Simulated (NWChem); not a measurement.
Species: SiH₄SeO; SMILES [SeH]O[SiH3]

```xyz
7

Se     0.0576     1.0839     0.0346
H      0.2283     1.2112    -1.4294
O     -0.7673    -0.5298    -0.0047
Si     0.1871    -1.9165     0.0167
H      1.0402    -1.9884    -1.2089
H     -0.7726    -3.0556     0.0418
H      1.0650    -1.9495     1.2243
```
Atoms are numbered in this order, from 1.

All runs: NWChem. Geometry: optimised at PBE0/def2-SVP. LC-ωPBE (HJS hole) with def2-SVP; x = 1 − exp(−ω/0.25 bohr⁻¹) is a scale chosen for this fit.

```csv
row,x,−ε(HOMO) (eV)
ω = 0.15,0.451,7.58
ω = 0.25,0.632,8.59
ω = 0.35,0.753,9.29
ω = 0.60,0.909,withheld
ω = 0.80,0.959,10.49
```

Question: Fit a straight line of the last column on the one before it, predict the withheld value, and compare with the run.

Answer: 
1. Means of the 4 shown rows: x = 0.6987, y = 8.988. Slope Σ(x − x̄)(y − ȳ)/Σ(x − x̄)² = 0.7827/0.1365 = 5.734; intercept 4.981.
2. The shown rows scatter about the line by 0.012 (root mean square); the largest residual is -0.01, at ω = 0.25.
3. At x = 0.909 (ω = 0.60; inside the shown range) the line gives 10.19.
4. The run gives 10.20, +0.01 from the line.
